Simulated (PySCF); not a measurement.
Compound: C5H5ClF2.
Z-matrix (Å and degrees, PBE0-D3(BJ)/def2-SVP geometry), rows numbered from 1:
```
C 
C   1  1.3223
C   2  1.4740  1  147.94
C   3  1.4958  2  120.81  1    72.28
F   4  1.3528  3  110.18  2   -83.62
Cl  4  1.7856  3  110.65  2   155.61
C   2  1.4576  1  149.88  3  -177.96
F   7  1.3516  2  120.28  3  -106.93
H   1  1.0936  2  120.98  3    -2.55
H   1  1.0936  2  121.03  3   176.88
H   3  1.0977  2  116.65  7   104.90
H   4  1.1008  3  111.86  2    37.12
H   7  1.0981  2  119.66  3   107.12
```

All values: PBE0/def2-SVPD (PySCF, non-relativistic), on one gas-phase PBE0-D3(BJ)/def2-SVP geometry that isn't relaxed in the solvent. The solvent is an IEF-PCM continuum (cavity from Bondi-type radii × 1.2), and excitations are vertical TDDFT with non-equilibrium linear response and a frozen core. Only the electrostatic response of the medium enters.

Gas-phase singlets (H = HOMO, L = LUMO):

| state | E (eV) | λ (nm) | f | leading configurations |
| --- | --- | --- | --- | --- |
| S1 | 5.964 | 208 | 0.006 | H-1→L 76%, H-3→L 9% |
| S2 | 6.378 | 194 | 0.008 | H-2→L 75%, H-4→L 12% |
| S3 | 6.861 | 181 | 0.219 | H→L 56%, H-3→L 31% |
| S4 | 7.098 | 175 | 0.174 | H-3→L 54%, H→L 22% |
| S5 | 7.435 | 167 | 0.046 | H-4→L 69% |

Problem. What are the lowest 5 singlets in cyclohexane (ε = 2.017)?

Solution. 
```
state  E (eV)  λ (nm)      f  leading configurations  change by rank (eV)
   S1   5.985     207  0.007               H-1→L 85%               +0.021
   S2   6.416     193  0.027      H-2→L 74%, H→L 11%               +0.038
   S3   6.781     183  0.456      H→L 75%, H-2→L 14%               -0.080
   S4   7.148     173  0.082               H-3→L 77%               +0.050
   S5   7.510     165  0.016    H-4→L 42%, H→L+1 16%               +0.075
```

Problem. What are the lowest 5 singlets in acetone (ε = 20.49)?

Solution. 
```json
{"state": "S1", "E (eV)": "6.017", "λ (nm)": "206", "f": "0.005", "leading configurations": "H-1→L 92%", "change by rank (eV)": "+0.053"}
{"state": "S2", "E (eV)": "6.470", "λ (nm)": "192", "f": "0.035", "leading configurations": "H-2→L 76%, H→L 14%", "change by rank (eV)": "+0.092"}
{"state": "S3", "E (eV)": "6.818", "λ (nm)": "182", "f": "0.459", "leading configurations": "H→L 76%, H-2→L 16%", "change by rank (eV)": "-0.043"}
{"state": "S4", "E (eV)": "7.257", "λ (nm)": "171", "f": "0.055", "leading configurations": "H-3→L 74%", "change by rank (eV)": "+0.159"}
{"state": "S5", "E (eV)": "7.520", "λ (nm)": "165", "f": "0.017", "leading configurations": "H→L+1 72%, H-1→L+1 9%", "change by rank (eV)": "+0.085"}
```

Problem. The ground-state energy changes by -0.226 eV from gas to acetone. By how much does the total energy of gas-phase S1 change?

Solution. E(S1) = E(S0) + excitation energy, so it changes by -0.226 + 0.053 = -0.173 eV: it is lowered less than the ground state, which is what a blue shift means. This is the vertical state, with the slow part of the continuum still set for S0.

Problem. How do the frontier levels move from gas to acetone?

Solution. 
| orbital | gas (eV) | solvent (eV) | change (eV) | Löwdin shares, gas | Löwdin shares, solvent |
| --- | --- | --- | --- | --- | --- |
| LUMO+2 | 0.73 | 0.97 | +0.24 | Cl6 22 %, C1 15 %, C4 14 %, H12 10 % | Cl6 23 %, C1 15 %, C4 11 %, F5 8 % |
| LUMO+1 | 0.36 | 0.44 | +0.08 | Cl6 48 %, C4 23 %, H12 6 %, C2 5 % | Cl6 55 %, C4 24 %, C2 4 %, F5 4 % |
| LUMO | -1.17 | -0.87 | +0.30 | C1 31 %, C2 26 %, C7 8 %, C3 7 % | C1 31 %, C2 25 %, C7 8 %, C3 7 % |
| HOMO | -8.43 | -8.16 | +0.27 | C1 34 %, C2 33 %, C3 7 %, Cl6 5 % | C1 36 %, C2 36 %, C3 7 % |
| HOMO-1 | -8.73 | -8.54 | +0.19 | Cl6 29 %, C2 20 %, C3 12 %, C7 11 % | C2 22 %, Cl6 19 %, C7 14 %, C3 13 % |
| HOMO-2 | -9.05 | -8.93 | +0.12 | Cl6 34 %, C7 17 %, C3 16 %, F8 14 % | Cl6 23 %, C3 22 %, C7 20 %, F8 15 % |
| HOMO-3 | -9.24 | -9.18 | +0.06 | Cl6 58 %, C4 10 %, C2 6 %, F8 5 % | Cl6 64 %, C4 12 %, H12 6 %, C2 4 % |

The HOMO–LUMO gap goes from 7.26 to 7.29 eV.

Hardware: an Arm Neoverse V1 with one thread, on a shared host. Cost: 33 s. This is the whole response run at PBE0/def2-SVPD in acetone, SCF included.
